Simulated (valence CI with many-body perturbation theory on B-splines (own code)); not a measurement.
The numbers below are computed, except where a source is named.
**Hyperfine factors and g values of Ga9+**

Method: configuration interaction combined with many-body perturbation theory (CI+MBPT): four valence electrons over a frozen Dirac-Fock core [Ar], radial functions for each j: 9 s, 9 p, 10 d, 8 f, 5 g, 3 h, 1 i, with the one-electron correlation potential Σ1 (screened to all orders), the two-electron term Σ2, the three-electron term Σ3, Breit, model QED; selected single and double excitations, second order for the rest, scaled by the run's own slope (own B-spline code, finite nucleus).

No measured spectrum was set against this ion. As an estimate, terms of the open shell hold to 2 to 4 % of their energy, and close levels can change places. Core correlation moves these levels by up to 4900 cm⁻¹, and in measured spectra 5 to 20 % of such shifts remained as error; rates that hang on mixing are uncertain with them. Only levels of the ground parity were solved; by the run's estimate the other parity begins above the list, which can be wrong where configurations are misplaced.

A/g_I is the dipole constant over the nuclear g factor μ/I (μ in nuclear magnetons, uniformly magnetised nucleus), B/Q the quadrupole constant per barn. Both hold the static response of the core; the bare values leave it out. Large factors of s and p1/2 electrons are usually good to 5 to 10 %; those of open d and f shells near neutrality can be off by tens of per cent, and small factors of p3/2, d and f electrons come from cancelling terms and can be off by a factor of two or in sign, in half-filled shells by more. B is blank for J = 1/2, where it vanishes, and for nearly pure S terms. Energies count from the lowest level. Levels with J = 0 are left out.

Letters in brackets count levels of one name in rising energy.

```
       Level  E (eV)      g  A/g_I (MHz)  A/g_I bare  B/Q (MHz/b)  B/Q bare
    3d4 5D_1   0.083  1.500          115         324          771       798
    3d4 5D_2   0.228  1.499          299         510          482       498
    3d4 5D_3   0.417  1.499          522         734         -547      -568
    3d4 5D_4   0.635  1.498          758         972        -2240     -2320
    3d4 3H_4   4.942  0.835         1830        1790         1190      1230
    3d4 3H_5   5.132  1.042         1510        1550         1290      1340
3d4 3P_1 [a]   5.208  1.492          555         765        -93.9      -101
    3d4 3H_6   5.291  1.163         1420        1510         1110      1150
3d4 3F_3 [a]   5.542  1.003         1630        1660         33.6      35.0
3d4 3F_2 [a]   5.573  0.671         2160        2050         -196      -205
3d4 3F_4 [a]   5.637  1.186         1250        1350         -218      -227
3d4 3P_2 [a]   5.881  1.490          723         931         56.0      57.0
    3d4 3G_3   6.220  0.831         1790        1750         -504      -527
    3d4 3G_4   6.329  1.069         1480        1530         -662      -690
    3d4 3G_5   6.462  1.190         1240        1340         -779      -811
    3d4 3D_3   7.605  1.330         1030        1180          297       313
    3d4 1I_6   7.630  1.002         1610        1630         2210      2290
    3d4 3D_2   7.672  1.166         1260        1350          368       385
    3d4 3D_1   7.772  0.507         2450        2290          222       232
3d4 1G_4 [a]   7.804  1.009         1480        1510        -1000     -1030
3d4 1D_2 [a]   9.655  1.005         1620        1650         1270      1320
    3d4 1F_3  10.815  1.003         1580        1600         2720      2810
3d4 3P_2 [b]  12.639  1.494          676         892          615       642
3d4 3F_4 [b]  12.815  1.246         1060        1180         2570      2660
3d4 3F_2 [b]  12.877  0.669         2400        2300         1900      1970
3d4 3F_3 [b]  12.923  1.081         1520        1570         2010      2090
3d4 3P_1 [b]  13.128  1.499          150         361         -456      -474
3d4 1G_4 [b]  14.592  1.002         1640        1670          908       942
3d4 1D_2 [b]  19.218  0.999         1610        1630        -2650     -2740
```

Take the isotope of mass number 69, with I = 3/2, μ = 2.01502 μN and Q = 0.171 b. What is the hyperfine structure of 3d4 5D_3?

From the table A = 702 MHz, B = -93.5 MHz. Shifts from the centre of gravity in MHz: F = 3/2: -4270, F = 5/2: -2440, F = 7/2: 46.8, F = 9/2: 3140.
